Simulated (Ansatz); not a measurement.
Molecule: sum formula AlClF2 (charge 0, singlet). 
Coordinates optimised at B3LYP-D3(BJ)/def2-TZVP (Ansatz, a program for electronic structure):
SMILES: [F][Al]([F])[Cl]
```xyz
4

F     -1.2760    -1.3874     0.0091
Al    -0.4205     0.0071     0.0035
F     -1.2286     1.4295     0.0116
Cl     1.6475    -0.0277    -0.0136
```

Basis-set convergence of Hartree-Fock and CCSD correlation energies (hartree) with Ansatz. Valence correlation only, unless marked. Spin-orbit coupling is left out. Non-relativistic.

| basis | functions | E(HF) | E(corr, CCSD) |
|---|---|---|---|
| aug-cc-pV(D+d)Z | 110 | -900.57065 | -0.63388 |
| aug-cc-pV(T+d)Z | 202 | -900.64877 | -0.79408 |
| aug-cc-pV(Q+d)Z | 338 | -900.67076 | -0.85284 |

Extrapolating the two largest sets (X = 3 and 4) as X^-3: E(corr) = (64·(-0.85284) - 27·(-0.79408))/37 = -0.8957 Eh, an estimate of the basis-set limit. The largest set recovers 95.2 % of it, the smallest 70.8 %.
